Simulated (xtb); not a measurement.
Sn(I)(OH) (HIOSn), SMILES [Sn]([I])[OH] (connectivity only; charge and spin as stated), neutral, multiplicity 1. All values are semi-empirical tight-binding results from xtb (GFN2-xTB unless named), good for trends rather than for accurate numbers. Geometry optimised at GFN2-xTB. The values are those of a single conformer.

For metal compounds this method's bond lengths and energies can be far off.

Computed properties:
point group as xtb finds it: Cs
orbital gap: 4.46 eV
zero-point energy: 7.4 kcal/mol
G − E(el) at 298.15 K (modified RRHO): -12.4 kcal/mol
